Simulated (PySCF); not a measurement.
## Pr⁴⁶⁺: ionisation energy

Pr⁴⁶⁺ [Ne] 3s2 3p1 [3p1/2^1, M_J = 1/2] → Pr⁴⁷⁺ [Ne] 3s2, as a difference of total energies. All numbers are calculated (PySCF 2.14, the two-component X2C-1e Hamiltonian, in an even-tempered Gaussian basis (18 s from 11 bohr⁻², ratio 2.4; 14 p from 15 bohr⁻², ratio 2.4; 4 d from 49 bohr⁻², ratio 2.6; 4 f from 74 bohr⁻², ratio 2.6)). Correlated levels: 1s2 frozen; the 54 highest virtual spinors dropped. "Screened" scales the spin-orbit matrix elements by Boettger's factors to mimic the two-electron term; Breit and QED terms are absent.

```tsv
method	ionisation energy (eV)
GHF (spin-free)	3747.5
GMP2 (spin-free)	3748.0
GHF (screened spin-orbit)	3836.2
GMP2 (screened spin-orbit)	3836.4
```

Breit and QED terms and the two-electron picture change are absent.

The spin-free rows lack the spin-orbit shift.

For comparison: 3832 ± 4 eV (theoretical estimate listed by NIST; NIST Atomic Spectra Database, ionization energies).
